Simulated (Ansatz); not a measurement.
`C[Si](C)(C)C#Cc1ccc(-c2ccc(-c3ccc(-c4ccc(C#C[Si](C)(C)C)cc4)cc3)cc2)cc1`, relaxed as a singlet with RKS PBE-D4/def2-SVP in Ansatz, starting from the GFN2-xTB geometry. Force threshold 0.03 eV/Å.

Single mean-field runs in def2-SVP are fitted with def2-universal-jkfit.

Start:

Cartesian coordinates in Å:
```
C 11.186 1.698 -6.381
Si 9.598 1.866 -7.423
C 9.443 3.621 -8.151
C 9.539 0.546 -8.797
C 8.149 1.585 -6.301
C 7.204 1.402 -5.569
C 6.099 1.187 -4.715
C 5.569 2.241 -3.969
C 4.487 2.028 -3.141
C 3.913 0.763 -3.025
C 2.765 0.539 -2.137
C 2.693 -0.600 -1.338
C 1.613 -0.811 -0.506
C 0.573 0.112 -0.443
C -0.576 -0.111 0.444
C -1.066 0.918 1.245
C -2.133 0.703 2.094
C -2.766 -0.537 2.138
C -3.914 -0.761 3.026
C -5.073 -1.367 2.545
C -6.156 -1.570 3.373
C -6.096 -1.187 4.714
C -7.202 -1.402 5.566
C -8.148 -1.586 6.298
Si -9.597 -1.869 7.420
C -8.949 -1.930 9.212
C -10.812 -0.418 7.184
C -10.406 -3.524 6.929
C -4.935 -0.586 5.203
C -3.863 -0.370 4.363
C -2.287 -1.561 1.325
C -1.198 -1.356 0.503
C 0.644 1.252 -1.241
C 1.723 1.462 -2.075
C 4.454 -0.288 -3.766
C 5.528 -0.082 -4.606
H 12.078 1.859 -6.980
H 11.199 2.421 -5.570
H 11.261 0.709 -5.938
H 9.445 4.371 -7.366
H 8.517 3.732 -8.707
H 10.263 3.849 -8.826
H 8.616 0.616 -9.366
H 9.590 -0.455 -8.379
H 10.365 0.655 -9.494
H 6.016 3.221 -4.048
H 4.090 2.847 -2.559
H 3.505 -1.313 -1.355
H 1.584 -1.688 0.125
H -0.587 1.886 1.215
H -2.499 1.508 2.715
H -5.128 -1.660 1.506
H -7.059 -2.026 2.994
H -9.753 -2.097 9.923
H -8.458 -1.000 9.482
H -8.226 -2.730 9.339
H -10.341 0.530 7.427
H -11.689 -0.523 7.817
H -11.154 -0.358 6.155
H -9.705 -4.347 7.028
H -10.741 -3.503 5.896
H -11.269 -3.748 7.550
H -4.886 -0.296 6.242
H -2.963 0.087 4.748
H -2.764 -2.531 1.355
H -0.833 -2.162 -0.118
H -0.166 1.966 -1.221
H 1.749 2.340 -2.705
H 4.010 -1.270 -3.698
H 5.933 -0.898 -5.187
```

**Question.** Estimate the energy that the relaxation releases and the steps that it takes.

**Answer.** 15.7 kcal/mol, in 11 steps; 61 s on 2 threads of AMD EPYC 7R13 on a shared host and a share (18 GiB) of an NVIDIA H100 80GB HBM3. The force fell under the threshold at step 8, but the optimiser went on. No frequencies were taken in this run, so the end may be a saddle point.

**Question.** Does the start keep its bonding?

**Answer.** By distances, no bond broke or formed. The bond that changes most is C5–C6, from 1.21 to 1.24 Å (atoms count from 1).

**Question.** Predict the relaxed structure.

**Answer.** 
Cartesian coordinates in Å:
```
C 11.326 1.731 -6.516
Si 9.739 1.894 -7.531
C 9.603 3.632 -8.264
C 9.697 0.592 -8.901
C 8.294 1.614 -6.413
C 7.328 1.426 -5.665
C 6.214 1.209 -4.804
C 5.701 2.257 -3.997
C 4.610 2.039 -3.155
C 3.979 0.775 -3.076
C 2.821 0.549 -2.181
C 2.589 -0.711 -1.582
C 1.496 -0.923 -0.738
C 0.579 0.113 -0.447
C -0.579 -0.112 0.448
C -1.081 0.920 1.274
C -2.173 0.707 2.120
C -2.821 -0.548 2.181
C -3.979 -0.773 3.076
C -5.014 -1.671 2.723
C -6.108 -1.887 3.563
C -6.214 -1.209 4.804
C -7.328 -1.426 5.666
C -8.295 -1.614 6.413
Si -9.739 -1.896 7.530
C -9.115 -1.959 9.313
C -10.958 -0.466 7.310
C -10.553 -3.535 7.055
C -5.179 -0.307 5.163
C -4.090 -0.098 4.315
C -2.320 -1.580 1.354
C -1.227 -1.367 0.510
C 0.811 1.373 -1.045
C 1.904 1.586 -1.890
C 4.495 -0.267 -3.883
C 5.586 -0.060 -4.729
H 12.218 1.894 -7.156
H 11.351 2.476 -5.695
H 11.406 0.722 -6.063
H 9.604 4.401 -7.465
H 8.665 3.745 -8.845
H 10.456 3.839 -8.942
H 8.761 0.666 -9.491
H 9.755 -0.431 -8.478
H 10.553 0.727 -9.596
H 6.183 3.245 -4.034
H 4.252 2.863 -2.519
H 3.302 -1.531 -1.751
H 1.371 -1.907 -0.260
H -0.593 1.906 1.267
H -2.545 1.540 2.735
H -4.974 -2.191 1.754
H -6.907 -2.581 3.265
H -9.956 -2.126 10.017
H -8.615 -1.010 9.593
H -8.384 -2.782 9.449
H -10.483 0.503 7.565
H -11.841 -0.601 7.969
H -11.314 -0.406 6.262
H -9.841 -4.378 7.161
H -10.903 -3.514 6.003
H -11.430 -3.740 7.705
H -5.240 0.219 6.126
H -3.288 0.585 4.633
H -2.786 -2.576 1.387
H -0.876 -2.190 -0.131
H 0.098 2.194 -0.875
H 2.027 2.569 -2.368
H 4.010 -1.255 -3.868
H 5.964 -0.881 -5.356
```
Bond lengths: 31 × C–C 1.24 to 1.48 Å; 8 × C–Si 1.85 to 1.89 Å; 34 × C–H 1.10 to 1.11 Å.
